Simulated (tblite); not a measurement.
Compound: C6H8SSe.
SMILES with atom numbers: `[CH3:1][C:2](=[S:3])[C@H:4]1[CH:5]=[CH:6][Se:7][CH2:8]1` (hydrogens: H9, H10, H11 on C1; H12 on C4; H13 on C5; H14 on C6; H15, H16 on C8)

Computed with GFN2-xTB (tblite), gas phase: L-BFGS steps from a force-field or distance-geometry start until the largest atomic force falls under 0.01 eV/Å.

Step 3: E = -633.8096 eV
```
atom  x, y, z in Å  |  force x, y, z in eV/Å
C1      2.0138   -0.0030   -0.1346   -0.381  -0.034   0.162
C2      1.0444   -0.2917    0.9802   -0.398   0.223  -0.998
S3      1.6039   -0.8383    2.3673    0.507  -0.493   1.401
C4     -0.4492   -0.1335    0.7968    0.310  -0.032   0.018
C5     -0.8093    1.2034    0.2197    0.406  -0.013   0.202
C6     -1.7873    1.2210   -0.6598   -0.292   0.156  -0.401
Se7    -2.5623   -0.4693   -1.0435    0.010   0.136  -0.130
C8     -0.9823   -1.2300   -0.1365    0.046   0.082   0.052
H9      2.5931   -0.9093   -0.3443   -0.089   0.215   0.024
H10     2.7185    0.7683    0.1942   -0.135  -0.152  -0.091
H11     1.5054    0.3255   -1.0354   -0.001   0.058  -0.088
H12    -0.9636   -0.2353    1.7668    0.312   0.025  -0.031
H13    -0.2972    2.0944    0.5528    0.021  -0.109   0.001
H14    -2.1168    2.1204   -1.1462   -0.310  -0.029  -0.091
H15    -1.2612   -2.1282    0.4120    0.010  -0.017  -0.047
H16    -0.2576   -1.4854   -0.9135   -0.017  -0.016   0.018
```

Step 4: E = -633.8379 eV
```
atom  x, y, z in Å  |  force x, y, z in eV/Å
C1      2.0102   -0.0030   -0.1342   -0.287  -0.021   0.099
C2      1.0409   -0.2901    0.9717   -0.007  -0.147   0.004
S3      1.6089   -0.8431    2.3812    0.145  -0.140   0.483
C4     -0.4469   -0.1336    0.7968    0.235  -0.027   0.000
C5     -0.8046    1.2035    0.2222   -0.141  -0.047  -0.279
C6     -1.7909    1.2229   -0.6644    0.208   0.012   0.079
Se7    -2.5622   -0.4679   -1.0448    0.024   0.132  -0.119
C8     -0.9818   -1.2295   -0.1360    0.021   0.072   0.022
H9      2.5921   -0.9070   -0.3439   -0.084   0.184   0.022
H10     2.7170    0.7666    0.1933   -0.134  -0.134  -0.073
H11     1.5057    0.3260   -1.0362   -0.021   0.065  -0.111
H12    -0.9602   -0.2350    1.7663    0.303   0.017  -0.003
H13    -0.2971    2.0931    0.5528    0.080  -0.014   0.040
H14    -2.1199    2.1199   -1.1470   -0.333   0.072  -0.137
H15    -1.2611   -2.1283    0.4114    0.007  -0.009  -0.042
H16    -0.2578   -1.4855   -0.9133   -0.016  -0.014   0.015
```

Task: Estimate the geometry and energy of step 5. (The exact step hangs on the optimiser's Hessian estimate; all steps are aligned on step 4, rigid shifts and turns removed.)

Result: E = -633.8563 eV, largest force 0.396 eV/Å
```
atom  x, y, z in Å  |  force x, y, z in eV/Å
C1      2.0022   -0.0029   -0.1331   -0.155  -0.026   0.066
C2      1.0417   -0.2952    0.9737    0.110  -0.205   0.321
S3      1.6131   -0.8472    2.3955   -0.015   0.014   0.046
C4     -0.4416   -0.1338    0.7964    0.119  -0.015  -0.022
C5     -0.8051    1.2032    0.2180    0.085  -0.012  -0.083
C6     -1.7891    1.2244   -0.6661    0.036   0.079  -0.072
Se7    -2.5617   -0.4639   -1.0481    0.046   0.076  -0.098
C8     -0.9813   -1.2281   -0.1353    0.008   0.038  -0.003
H9      2.5895   -0.9013   -0.3429   -0.063   0.100  -0.004
H10     2.7132    0.7623    0.1911   -0.120  -0.071  -0.036
H11     1.5058    0.3279   -1.0398   -0.066   0.045  -0.054
H12    -0.9513   -0.2346    1.7658    0.243   0.025   0.035
H13    -0.2954    2.0917    0.5536    0.048  -0.042   0.011
H14    -2.1286    2.1207   -1.1502   -0.265  -0.006  -0.070
H15    -1.2607   -2.1285    0.4101   -0.002   0.009  -0.039
H16    -0.2584   -1.4859   -0.9127   -0.011  -0.011   0.002
```

The energy changes by -0.0184 eV. The first-order estimate −F·Δx gives -0.0245 eV and the mean of the old and new forces, exact on a quadratic surface, -0.0184 eV. The step makes an angle of 19° with the force vector and moves no atom by more than 0.015 Å.

What follows is the cost of the whole relaxation. On one thread of an AMD EPYC 9R45, no GPU, shared host with 96 logical CPUs at a one-minute load of 20, this took 0.54 s wall.
